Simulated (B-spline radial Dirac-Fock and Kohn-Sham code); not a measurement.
What relativity does to the binding energies of Tc²⁺

System: Tc²⁺, [Kr] 4d5.

Both columns are ΔSCF binding energies of the configuration average from a radial B-spline solver: non-relativistic Hartree-Fock with a point nucleus, and Dirac-Fock with a finite nucleus and the Coulomb interaction alone, averaged over the two j levels with weights 2j+1.

| shell | Hartree-Fock (eV) | Dirac-Fock (eV) | shift (eV) | shift (%) |
| --- | --- | --- | --- | --- |
| 1s | 20587.4 | 21132.6 | +545.20 | +2.65 |
| 2s | 2955.0 | 3084.3 | +129.31 | +4.38 |
| 2p | 2716.6 | 2751.5 | +34.87 | +1.28 |
| 3s | 553.2 | 578.3 | +25.12 | +4.54 |
| 3p | 459.7 | 466.6 | +6.93 | +1.51 |
| 3d | 288.4 | 284.3 | -4.10 | -1.42 |
| 4s | 99.25 | 103.5 | +4.21 | +4.24 |
| 4p | 69.53 | 70.46 | +0.93 | +1.33 |
| 4d | 27.50 | 27.08 | -0.42 | -1.54 |

Relativity binds 1s, 2s, 2p, 3s, 3p, 4s, 4p more strongly, among those listed most of all 3s in relative terms, and 3d, 4d more weakly, because the contracted s and p shells screen the nucleus better.

Values without a named source are computed, but for edge energies of neutral atoms, which are taken from tables.
